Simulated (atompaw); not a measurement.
u(r) = r·R(r): atom against pseudo-atom (Zn)

Columns: radius, all-electron u(r) and pseudo u(r) of the 4p shell (level -15.69 eV) of zinc in the configuration [Ne] 3s2 3p6 3d10 4s0 4p0; LDA (PW92), scalar-relativistic, PAW (atompaw) scheme, atompaw 4.2.0.5.

```
r (bohr)  all-electron   pseudo
   0.056        0.1055  -0.0008
   0.112        0.1713  -0.0032
   0.167        0.1348  -0.0069
   0.223        0.0400  -0.0115
   0.279       -0.0682  -0.0165
   0.335       -0.1630  -0.0213
   0.390       -0.2313  -0.0252
   0.446       -0.2729  -0.0275
   0.502       -0.2883  -0.0275
   0.558       -0.2819  -0.0245
   0.613       -0.2588  -0.0181
   0.669       -0.2226  -0.0076
   0.725       -0.1774   0.0073
   0.781       -0.1262   0.0267
   0.837       -0.0714   0.0506
   0.892       -0.0159   0.0783
   0.948        0.0410   0.1104
   1.004        0.0971   0.1459
   1.060        0.1518   0.1842
   1.115        0.2035   0.2237
   1.171        0.2538   0.2652
   1.227        0.3013   0.3069
   1.283        0.3458   0.3481
   1.338        0.3867   0.3874
   1.394        0.4252   0.4253
   1.450        0.4607   0.4607
```

How many radial nodes do the two functions have?

The all-electron 4p function has n − l − 1 = 2; the pseudo-wave has 1, since 1 lower shell of the same l stays in the valence.

Is the pseudo-wave norm-conserving?

No, it belongs to a PAW set: the norm inside the radius is not constrained, and the difference is carried by the augmentation charge.
